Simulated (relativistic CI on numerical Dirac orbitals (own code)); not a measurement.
**d1 to d9 in one octahedral field**

Computed with a parametric ligand-field model without spin-orbit coupling, by exact diagonalisation: B = 590, C = 2390, 10Dq = 21800 cm⁻¹ (Oh; |10Dq|/B = 36.9) for every shell. Energies in cm⁻¹; the field energy is (0.6 n_e − 0.4 n_t2) × 10Dq of the ground term; g labels are left out.

```
Shell  Ground term  Electrons in e  Field energy  First spin-allowed bands  Lowest term of other spin
   d1          2T2           0.000         -8720                  2E 21800                           
   d2          3T1           0.016        -17086      3T2 20485, 3T1 28019                   1T2 8579
   d3          4A2           0.000        -26160      4T2 21800, 4T1 28152                   2E 11688
   d4          3T1           0.024        -34350       3E 19608, 3T1 20203                    5E 7049
   d5            ?               ?             ?                         ?                          ?
   d6          1A1           0.033        -51606      1T1 20182, 1T2 28167                  3T1 15057
   d7           2E           1.023        -38732      2T1 20040, 2T2 20584                  4T1 10129
   d8          3A2           2.000        -26160      3T2 21800, 3T1 28152                    1E 9406
   d9           2E           3.000        -13080                 2T2 21800
```

Question: Fill in the row of d5.

Answer: Ground term: 2T2; Electrons in e: 0.044; Field energy: -42631; First spin-allowed bands: 2A2 18836, 2T1 19048; Lowest term of other spin: 4T1 10455. Low spin: d4, d5, d6, d7; the other shells keep the spin of the free ion. Only d4 to d7 can choose; the field needed to pair spins is smallest for d6 and largest for d5, which loses most exchange energy. In the strong-field picture 10Dq must exceed about 6B + 5C = 15490 (d4), 7.5B + 5C = 16375 (d5), 2.5B + 4C = 11035 (d6) and 4B + 4C = 11920 (d7); mixing of terms shifts these bounds somewhat.
